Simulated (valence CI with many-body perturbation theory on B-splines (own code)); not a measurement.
Ladder of approximations for Pd¹⁴⁺

Computed by relativistic CI+MBPT: four valence electrons over a frozen Dirac-Fock core [Ar] 3d10, a basis of 11 s, 11 p, 9 d, 7 f, 5 g, 2 h, 1 i functions for each j, with the one-electron correlation potential Σ1, the two-electron term Σ2, the three-electron term Σ3, Breit, model QED; selected CI, second order for the rest (own B-spline code, finite nucleus).

No measured levels were compared; by estimate levels hold to about 250 cm⁻¹ or 0.2 % of their energy and the worst to 1 %, as in measured heavy ions of charge 2 to 7; those with d or f electrons hold less well.

Each rung adds one term. CI alone is the Dirac-Coulomb CI over the frozen core; QED comes last and gives the full result, which names the levels. Energies are above 4s2 4p2 3P_0 on the same rung, in eV.

Names give the largest LS component (configuration and term), which can be under half, so a name can repeat, a term be missing and a line seem to break the LS rules; names also repeat where a configuration has a term twice.

```tsv
Level	CI alone	+ Σ1	+ Σ2	+ Σ3	+ Breit	Full
4s2 4p2 3P_1	4.531	4.596	4.640	4.645	4.559	4.571
4s2 4p2 3P_2	6.195	6.267	6.288	6.290	6.193	6.206
4s2 4p2 1D_2	12.169	12.307	12.346	12.347	12.169	12.192
4s2 4p2 1S_0	16.748	16.891	16.842	16.827	16.656	16.676
4s 4p3 5S°_2	35.066	35.213	35.645	35.671	35.623	35.507
4s 4p3 3D°_1	42.536	42.686	42.818	42.828	42.789	42.676
4s 4p3 3D°_2	43.106	43.276	43.482	43.496	43.425	43.316
4s 4p3 3D°_3	44.907	45.100	45.320	45.335	45.225	45.120
4s 4p3 3P°_0	48.874	49.073	49.156	49.157	49.062	48.955
4s 4p3 3P°_1	49.591	49.801	49.862	49.866	49.753	49.649
4s 4p3 3P°_2	50.269	50.483	50.532	50.539	50.413	50.315
4s 4p3 1D°_2	55.683	55.924	55.849	55.859	55.684	55.599
4s 4p3 3S°_1	56.829	57.027	56.174	56.164	56.090	55.976
4s 4p3 1P°_1	63.502	63.774	63.060	63.048	62.876	62.779
4s2 4p 4d 3F°_2	63.865	64.035	64.010	64.026	63.853	63.849
4s2 4p 4d 3F°_3	66.333	66.530	66.534	66.552	66.326	66.331
4s2 4p 4d 3P°_2	69.850	70.045	69.511	69.513	69.318	69.309
4s2 4p 4d 3F°_4	70.393	70.645	70.717	70.737	70.431	70.446
4s2 4p 4d 3D°_1	71.254	71.442	70.824	70.819	70.646	70.641
4s2 4p 4d 1D°_2	74.223	74.471	73.947	73.948	73.692	73.691
4s2 4p 4d 3P°_0	75.109	75.355	74.928	74.932	74.679	74.685
4s2 4p 4d 3P°_1	75.805	76.056	75.540	75.540	75.280	75.285
4s2 4p 4d 3D°_3	76.116	76.364	75.748	75.746	75.478	75.483
4s2 4p 4d 3D°_2	76.599	76.860	76.295	76.294	76.014	76.019
4s2 4p 4d 1F°_3	81.454	81.718	81.015	80.995	80.714	80.726
4s2 4p 4d 1P°_1	82.538	82.810	82.175	82.145	81.868	81.875
4p4 3P_2	85.619	85.876	85.780	85.799	85.762	85.537
4p4 3P_0	89.615	89.898	89.704	89.715	89.657	89.433
4p4 3P_1	90.972	91.293	91.277	91.298	91.172	90.962
4p4 1D_2	91.989	92.313	92.337	92.356	92.224	92.014
4s 4p2 4d 5F_1	93.555	93.792	94.204	94.242	94.126	93.994
```

(1) How does the ionisation energy move along the ladder, and which term matters most?

Results:

(1) CI alone 342.59, + Σ1 343.79, + Σ2 343.69, + Σ3 343.61, + Breit 343.38, + QED 343.40 eV. The largest step is Σ1, 1.20 eV. NIST lists 342 ± 3 eV (theoretical).
